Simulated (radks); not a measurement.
Species: Rb3+. Configuration: [Ar] 3d10 4s2 4p4 (the NIST ground configuration).

All-electron calculation, scalar-relativistic Kohn-Sham, LDA (Slater exchange, Perdew-Wang correlation), spin-unpolarised, spherical densities, finite nucleus; Fermi nuclear charge, rms radius 4.2036 fm. Program: a radial shooting solver on a logarithmic mesh with Libxc functionals.

Energy parts (hartree):
part                       energy
total                 -2974.95955
kinetic                3045.91266
electron-nucleus      -7130.00312
Hartree                1205.12419
exchange-correlation    -95.99328

Orbitals (lengths in bohr, moments of r in powers of bohr; r(90%) holds 90 % of the orbital's charge):
orbital  occ.  eigenvalue (hartree)   <1/r>       <r^4>  r(90%)
1s          2             -552.9425   37.83  0.00001239  0.0722
2s          2             -75.02423   8.421    0.002411   0.275
2p          6             -66.72143   8.236    0.001736   0.253
3s          2             -12.22406   2.806      0.1422   0.760
3p          6              -9.56015   2.655      0.1658   0.790
3d         10              -5.13708   2.394      0.2335   0.854
4s          2              -2.36039  0.9670       7.217    2.03
4p          4              -1.72480  0.8438       12.32    2.32
4d          0              -0.86585  0.5929       50.25    3.31
5s          0              -0.77529  0.4125       188.3    4.56

The highest occupied level is 4p at -46.934 eV. The density falls to 0.001 e/bohr^3 at r = 3.21 bohr. For comparison, the ionisation energy in NIST's Atomic Spectra Database is 52.2 eV (semi-empirical). In exact Kohn-Sham theory the highest level is minus the ionisation energy, but local and semilocal functionals leave it too shallow, through self-interaction and a potential that decays too fast; potentials with the right tail come closer.

Beside tabulated values, note that spin-unpolarised runs miss the spin-polarisation part of the exchange energy of open shells.
